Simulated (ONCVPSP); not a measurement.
**O (Z = 8), ONCV: configuration errors across variants**

- Element: oxygen
- Generator: ONCVPSP 4.0.1
- Type: optimised norm-conserving Vanderbilt (ONCV)
- Functional: PBE
- Relativity: scalar-relativistic
- Frozen core: [He]
- Valence charge: 6
- Reference configuration: 2s2 2p4
- Partial waves: 2s: rc 0.90 bohr, ncon 3, nbas 6, qcut 8.6 1/bohr, 1 projector; 2p: rc 1.85 bohr, ncon 3, nbas 6, qcut 7.1 1/bohr, 2 projectors, debl 3.6 Ha
- Local potential: polynomial inside 0.80 bohr (lpopt 5, dvloc0 0 Ha)
- Core correction: Teter function, parameters optimised by the program

All-electron excitation energies from the reference (eV): (1) 2s2 2p3 16.431; (2) 2s2 2p2 50.017; (3) 2s2 2p1 103.885; (4) 2s2 2p0 180.790.

1 further variants failed, have other tests or too few solved ones, and are left out.

Errors AE − PS in meV (a dash: test not solved or not reliable):

| change | (1) | (2) | (3) | (4) | bound ghosts | GHOST(+) flags above zero |
| --- | --- | --- | --- | --- | --- | --- |
| base | +92 | +675 | +2416 | +6231 | none | none |
| s: qcut 10.8 | +91 | +669 | +2392 | +6177 | none | none |
| p: nproj 1 | +64 | +574 | +2272 | +6231 | none | none |
| p: nbas 7 | +94 | +688 | +2460 | +6340 | none | none |
| local potential polynomial inside 0.65 bohr (lpopt 1, dvloc0 0 Ha) | +92 | +678 | +2419 | +6231 | none | none |

Give the same row for: p: qcut 8.3.

+24, +376, +1600, +4463; bound ghosts: none; GHOST(+) flags above zero: none.
